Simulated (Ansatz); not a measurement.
Ideal-gas functions of GeH5Sn (`[GeH3][SnH2]`) radical at 400 K and 1 bar, from an Ansatz frequency run at PBE0-D4/def2-TZVP.

Molar mass 196.36 g/mol, point group Cs (symmetry number 1), electronic degeneracy 2, moments of inertia 11.425, 330.077, 332.694 u Å². Harmonic wavenumbers (cm⁻¹, unscaled): 83, 214, 325, 356, 503, 512, 689, 785, 877, 880, 1868, 1891, 2125, 2151, 2158.

Use S(trans) = R[1.5 ln M + 2.5 ln T − 1.1517]; rotational temperatures θ = 24.2544 K / I; S(rot) = R[ln(√π/σ · √(T³/θAθBθC)) + 1.5]; for each mode x = 1.438777 ν̃/T, S = R[x/(eˣ − 1) − ln(1 − e⁻ˣ)] and H = RT x/(eˣ − 1); 1 cm⁻¹ = 0.0119627 kJ/mol; R = 8.31446 J/(mol·K).

Q: By hand: the entropy, in J/(mol·K).

A: Translation 180.8. Rotation: θ = 2.1229, 0.0735, 0.0729 K, giving 110.6. Vibration, mode by mode: 18.40, 10.69, 7.47, 6.80, 4.43, 4.32, 2.62, 1.99, 1.53, 1.52, 0.08, 0.07, 0.03, 0.03, 0.03, in all 60.0. Electronic 5.8. Sum 357.2 J/(mol·K).

Q: By hand: H − E and G − E in kJ/mol, counted from the electronic energy.

A: Zero-point energy ½ × 15417 × 0.0119627 = 92.2; thermal vibration 13.2; translation, rotation and pV give 4 RT = 13.3. H − E = 118.7 kJ/mol, and G − E = 118.7 − 400 × 357.2/1000 = -24.2 kJ/mol.

Vibration gives 17 % of the entropy, 18.4 J/(mol·K) of it from the mode under 150 cm⁻¹: soft modes count most, and the harmonic formula is weakest for them.
